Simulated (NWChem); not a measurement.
System: C$_{2}$H$_{4}$ClFSi; SMILES [SiH2](/C=C\Cl)F

Here is an NWChem input.

```
start job
memory heap 200 mb stack 900 mb global 1100 mb
geometry units angstroms noautoz
  F     -0.064037     2.757963     0.000000
  Si     0.464194     1.217360     0.000000
  C     -1.058038     0.137644     0.000000
  C     -1.024542    -1.195023     0.000000
  Cl     0.463581    -2.083122     0.000000
  H      1.282533     1.014426     1.226264
  H      1.282533     1.014426    -1.226264
  H     -2.050689     0.603862     0.000000
  H     -1.902892    -1.846770     0.000000
end
basis spherical
  * library def2-tzvp
end
dft
  xc r2scan
  iterations 150
  semidirect filesize 400000000
  mulliken
end
task dft energy
```

Coordinates come from a PBE0/def2-SVP optimisation.

Task: Predict the main results of this run. (r2SCAN/def2-TZVP.) Quantities: energy (Ha); highest occupied level (eV); orbital gap (eV); dipole (D).

Result: 
- energy (Ha) = -928.15
- highest occupied level (eV) = -6.97
- orbital gap (eV) = 5.08
- dipole (D) = 1.64
